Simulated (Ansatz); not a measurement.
`B[SiH2]C=O` + CH₃OH → `B[SiH2]OC` + `C=O` at 500 K and 1 bar (ligand exchange at the Si–C bond).

Program: Ansatz. Geometries: PBE0-D4/def2-TZVP. ΔE: electronic, gas phase. CCSD(T)/CBS is the MP2 limit (def2-TZVPP, def2-QZVPP) plus CCSD(T) − MP2 in def2-TZVPP, frozen cores. This one scheme is used for every species. Each species was taken in one conformer, which may not be the lowest.

| species | CCSD(T)/CBS energy (Eh) | H − E (kJ/mol) | S (J/(mol·K)) |
| --- | --- | --- | --- |
| `B[SiH2]C=O` | -430.02973 | 185.6 | 389.8 |
| CH₃OH | -115.61712 | 157.0 | 265.4 |
| `B[SiH2]OC` | -431.29232 | 253.2 | 402.6 |
| `C=O` | -114.39408 | 87.9 | 238.5 |

H − E and S are ideal-gas, rigid-rotor, harmonic terms from PBE0-D4/def2-TZVP, for one conformer and one mirror image of each species. 1 Eh = 2625.50 kJ/mol, R = 8.31446 J/(mol·K).

Question: By hand: ΔE, ΔH, ΔS and ΔG.

Answer: ΔE = (-431.29232) + (-114.39408) − (-430.02973) − (-115.61712) = -0.03955 Eh = -103.8 kJ/mol. Δ(H − E) = 253.2 + 87.9 − 185.6 − 157.0 = -1.5, so ΔH = -105.3 kJ/mol. ΔS = 402.6 + 238.5 − 389.8 − 265.4 = -14.1 J/(mol·K). ΔG = -105.3 − 500 × (-14.1)/1000 = -98.2 kJ/mol.

Question: By hand: the equilibrium constant, and the temperature at which ΔG would vanish if ΔH and ΔS stayed fixed.

Answer: log₁₀ K = −ΔG/(RT ln 10) = 10.3. ΔG = 0 at ΔH/ΔS = 7468 K, far beyond where these terms or the molecules hold.

The number of gas molecules stays the same, so ΔS is small and ΔH decides. A doubt of 5 kJ/mol in ΔE shifts log₁₀ K by 0.5 here. Other conformers and mirror images would add mixing entropy, several J/(mol·K) or more a flexible species. Modes under 60 cm⁻¹, often nearly free rotors, make the harmonic entropy too high. These are equilibria of isolated gas molecules and say nothing of rates. Largest T1 diagnostic: 0.016 (customary marks: 0.02 for closed shells, 0.045 for open ones).
